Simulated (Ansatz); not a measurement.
Q: Name a neutral molecule of C, F, N, Zr and H with LUMO energy (PBE/def2-TZVPP) between -1.35 and -1.05 eV and HOMO energy (PBE0/def2-TZVPP) between -6.50 and -6.20 eV (Ansatz, PBE0-D4/def2-TZVP geometry).

A: `CC[N](C)[Zr]([F])([F])[N](C)CC` (-1.13 eV, -6.46 eV); `C[N](C)[Zr]([F])([F])[NH]C(C)(C)C` (-1.25 eV, -6.50 eV). Other molecules can fit too; these were computed, each in one conformer that needn't be the lowest.
